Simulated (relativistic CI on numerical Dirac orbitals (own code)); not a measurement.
**Co⁺ in a cubic cluster: 3p photoemission with charge transfer**

Computed with a charge-transfer multiplet model of a cubic metal-ligand cluster with up to 2 ligand holes, Slater and spin-orbit integrals from Dirac-Coulomb-Breit ions, Slater integrals scaled by 0.7. The parameters are those of a tetrahedral site (10Dq negative, t2 hopping the larger). The ground state mixes d8 with configurations of k ligand holes L, whose averages lie at kΔ + k(k − 1)U_dd/2; a core hole lowers each added d electron by U_cd. 300 K, Lorentzian 0.9 eV and Gaussian 0.8 eV FWHM.

Atomic integrals in eV (Slater integrals scaled, ζ unscaled), ground: F2dd 7.249, F4dd 4.465, zeta_d 0.056; with the core hole: F2dd 8.156, F4dd 5.065, zeta_d 0.063, zeta_core 1.195, F2cd 9.047, G1cd 11.222, G3cd 6.784.

Cluster parameters (eV): Δ = 6.9, U_cd = 7.7, 10Dq = -0.35, 10Dq(ligand) = 0, V(eg) = 0.78, V(t2g) = -1.32, final-state hopping factor = 0.8.

```tsv
Case	n_d	d8	d9L	d10L2	S
U_dd = 4.6 eV	8.05	0.95	0.05	0.00	1.00
U_dd = 5.3 eV	8.05	0.95	0.05	0.00	1.00
U_dd = 6 eV	8.05	0.95	0.05	0.00	1.00
U_dd = 7.4 eV	8.05	0.95	0.05	0.00	1.00
U_dd = 8.1 eV	8.05	0.95	0.05	0.00	1.00
```

Weights, n_d and S are thermal averages at 300 K. Binding energies count from the first peak over 30 % of the highest in each spectrum, which can be another peak from case to case. The parameters are a model scan and need not match a compound or its usual spin state. Peaks in eV (height, largest 100):
- U_dd = 4.6 eV: 0.0 (100), 2.7 (42), 4.6 (79), 8.5 (32), 10.3 (25), 12.5 (23), 15.1 (28)
- U_dd = 5.3 eV: 0.0 (100), 2.7 (42), 4.6 (79), 8.6 (32), 10.2 (25), 12.7 (22), 15.2 (27)
- U_dd = 6 eV: 0.0 (100), 2.7 (42), 4.6 (79), 8.7 (31), 10.2 (25), 13.2 (21), 15.2 (27)
- U_dd = 7.4 eV: 0.0 (100), 2.7 (42), 4.6 (80), 8.7 (31), 10.3 (26), 12.9 (21), 15.2 (25)
- U_dd = 8.1 eV: 0.0 (100), 2.7 (42), 4.6 (80), 8.8 (31), 10.3 (26), 13.2 (21), 14.9 (26)

Curve for U_dd = 7.4 eV (points under 2 left out, the grid thinned):

| E (eV) | Intensity |
| --- | --- |
| -3.9 | 2.9 |
| -3.4 | 3.7 |
| -2.9 | 4.9 |
| -2.4 | 6.8 |
| -1.9 | 10.5 |
| -1.4 | 19.2 |
| -0.9 | 42.4 |
| -0.4 | 83.9 |
| 0.1 | 99.0 |
| 0.6 | 79.5 |
| 1.1 | 60.0 |
| 1.6 | 45.5 |
| 2.1 | 40.7 |
| 2.6 | 41.9 |
| 3.1 | 41.6 |
| 3.6 | 47.2 |
| 4.1 | 65.2 |
| 4.6 | 79.6 |
| 5.1 | 69.1 |
| 5.6 | 53.4 |
| 6.1 | 44.7 |
| 6.6 | 38.7 |
| 7.1 | 34.0 |
| 7.5 | 30.2 |
| 8.0 | 27.4 |
| 8.5 | 30.0 |
| 9.0 | 29.5 |
| 9.5 | 24.0 |
| 10.0 | 24.7 |
| 10.5 | 25.1 |
| 11.0 | 20.7 |
| 11.5 | 16.9 |
| 12.0 | 16.2 |
| 12.5 | 19.4 |
| 13.0 | 20.5 |
| 13.5 | 19.5 |
| 14.0 | 20.3 |
| 14.5 | 21.6 |
| 15.0 | 24.1 |
| 15.5 | 22.6 |
| 16.0 | 15.0 |
| 16.5 | 8.5 |
| 17.0 | 4.6 |
| 17.5 | 2.8 |
| 18.0 | 2.0 |

For the case U_dd = 6 eV, Δ = 6.9 eV is larger than U_dd = 6 eV, the Mott-Hubbard side of the Zaanen-Sawatzky-Allen scheme. With the core hole the average of the configuration with one ligand hole lies at Δ − U_cd = -0.8 eV before mixing: the effective hopping of about 1.4 eV (from the holes of the mixed ground state) is comparable with this gap or larger, so the configurations mix strongly.
